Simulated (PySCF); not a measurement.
C5H6Si, SMILES [SiH2](C#C)C#CC.

The structure is a stationary point at B3LYP-D3(BJ)/def2-SVP. This is a generated structure with no PubChem entry under its InChIKey; it may be hypothetical.

Two levels are set side by side: TDA-PBE/def2-SVPD (PySCF) and TDA-B3LYP/def2-SVPD (PySCF). Vertical, same geometry. The lowest singlet is HOMO→LUMO 92 % with PBE and HOMO→LUMO 58 %, HOMO−1→LUMO+1 19 %, HOMO→LUMO+2 15 % with the other functional; states are paired by order. Differences are taken from unrounded values.

```tsv
quantity	TDA-B3LYP	TDA-PBE	TDA-PBE minus TDA-B3LYP
lowest singlet excitation (eV)	5.78	5.44	-0.34
lowest triplet excitation (TDA) (eV)	4.85	4.77	-0.08
```

A lower first singlet is the usual sign of a functional without exact exchange. Differences between two approximate levels are no errors against the true value.

Rough cost on one machine, each run with all the roots and properties that it gave: TDA-B3LYP against TDA-PBE about 2 times.
